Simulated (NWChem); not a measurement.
Species: C3HBFNO; SMILES O=C=NB(F)C#C

```xyz
8

C      2.3758     1.3838     0.2416
C      1.5932     0.4609     0.1540
B      0.5861    -0.6751     0.0438
F      1.0025    -1.9371     0.0595
N     -0.8136    -0.4433    -0.0778
C     -1.7261     0.3464    -0.1533
O     -2.6705     1.0374    -0.2330
H      3.0722     2.1896     0.3196
```
Atoms are numbered in this order, from 1.

The geometry was optimised at B3LYP/6-31G* (spherical d).

Task: Give the principal values of the shielding tensors (ppm) of C1, C2, B3, F4, N5 from B3LYP/6-31G* (spherical d), GIAO (NWChem), with their diamagnetic and paramagnetic parts as GIAO splits them.

Result: 
```json
[
 {"atom": "C1", "σ11": "31.8", "σ22": "46.7", "σ33": "233.0", "isotropic": "103.8", "diamagnetic": "270.6", "paramagnetic": "-166.7"},
 {"atom": "C2", "σ11": "28.0", "σ22": "32.1", "σ33": "287.9", "isotropic": "116.0", "diamagnetic": "251.0", "paramagnetic": "-135.0"},
 {"atom": "B3", "σ11": "82.0", "σ22": "97.0", "σ33": "104.0", "isotropic": "94.3", "diamagnetic": "205.8", "paramagnetic": "-111.5"},
 {"atom": "F4", "σ11": "55.0", "σ22": "250.6", "σ33": "425.4", "isotropic": "243.7", "diamagnetic": "473.7", "paramagnetic": "-230.0"},
 {"atom": "N5", "σ11": "121.3", "σ22": "168.2", "σ33": "293.6", "isotropic": "194.3", "diamagnetic": "319.8", "paramagnetic": "-125.5"}
]
```
